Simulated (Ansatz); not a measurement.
Consider the redistribution: `[SiH3]C1BN1` + `OBOCO` → `OCOB[SiH3]` + `OC1BN1`.

Calculated with Ansatz (gas phase, PBE0-D4/def2-TZVP geometries, no zero-point term in ΔE). CCSD(T)/CBS is the MP2 limit (def2-TZVPP, def2-QZVPP) plus CCSD(T) − MP2 in def2-TZVPP, frozen cores. Functionals use def2-TZVPP. B3LYP here is the variant with VWN-RPA as its local correlation; programs differ in this. One conformer a species, not always the lowest.

| level | ΔE (kJ/mol) | difference from CCSD(T)/CBS |
| --- | --- | --- |
| PBE-D4 | 196.8 | -17.9 |
| r2SCAN-D4 | 211.4 | -3.3 |
| PBE0-D4 | 204.8 | -9.9 |
| B3LYP-D4 | 210.4 | -4.3 |
| ωB97X-V | 206.4 | -8.3 |
| ωB97M-V | 215.0 | 0.3 |
| B2PLYP | 217.7 | 3.0 |
| PBE | 198.4 | -16.3 |
| r2SCAN | 211.8 | -2.9 |
| PBE0 | 206.2 | -8.5 |
| B3LYP | 213.0 | -1.7 |
| HF/def2-TZVPP | 226.9 | 12.2 |
| MP2/def2-TZVPP | 225.4 | 10.7 |
| SCS-MP2/def2-TZVPP | 221.7 | 7.0 |
| CCSD/def2-TZVPP | 215.1 | 0.4 |
| CCSD(T)/def2-TZVPP | 212.9 | -1.8 |
| HF/def2-QZVPP | 228.1 | 13.4 |
| MP2/def2-QZVPP | 226.9 | 12.2 |
| SCS-MP2/def2-QZVPP | 223.5 | 8.8 |
| HF/CBS(def2) | 228.2 | 13.5 |
| MP2/CBS(def2) | 227.3 | 12.6 |
| CCSD/CBS(def2) | 217.0 | 2.3 |
| CCSD(T)/CBS | 214.7 | 0 |

Largest T1 diagnostic among the species: 0.014.

From PBE to PBE0 (25 % exact exchange), in def2-TZVPP and without D4, ΔE moves by +7.8 kJ/mol.
